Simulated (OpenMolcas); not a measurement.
Tc3+: the spin-orbit constant, worked from levels

- Program: OpenMolcas 26.06
- Basis: ANO-RCC-VTZP [7s6p4d2f1g]
- Scalar Hamiltonian: DKH2, point nucleus
- Active space: 10 electrons in 8 orbitals (RAS1 4p, at most 2 holes; RAS2 4d)
- State averaging: 2S+1 = 5 even, 5 roots; 2S+1 = 3 even, 45 roots; 2S+1 = 1 even, 49 roots
- Spin-orbit coupling: state interaction with AMFI integrals over the reference wave functions, term energies averaged over their components

Methods: RASSCF; MS-RASPT2, IPEA 0.25 Eh, imaginary shift 0.1 Eh (closed shells correlated: 4s).

**The spin-orbit constant.** For the Hund term ⁵D of d4, E(J) = (A/2) J(J+1) + constant and ζ = 2S·A = 4A. From J = 0 to J = 4 the energy changes by 10 A.

| Source | E(4) - E(0) | A | ζ |
| --- | --- | --- | --- |
| RASSCF | 2679.9 | 268.0 | 1072 |
| MS-RASPT2 | 2673.7 | 267.4 | 1069 |

All in cm-1. Both methods take the spin-orbit matrix elements from the reference wave functions, so the second can move ζ only through the term energies and any multistate remixing. Second-order mixing with other terms is absorbed into this ζ.

CASPT2 breaks the degeneracy within a term, and the mean is taken; among the terms shown or strongly mixed into the levels shown the widest spread is 110 cm-1 (4d⁴ ⁵D, MS-RASPT2). Active for correlation alone: 4p; no level in the range computed is led by a configuration that opens it, so any true level of that kind is missing. Without dynamic correlation excited terms often stand tens of per cent too high (terms of higher spin than the ground term too low), and those without a measured partner can miss by more than the paired ones (holds for RASSCF). Only configurations of the active space appear.
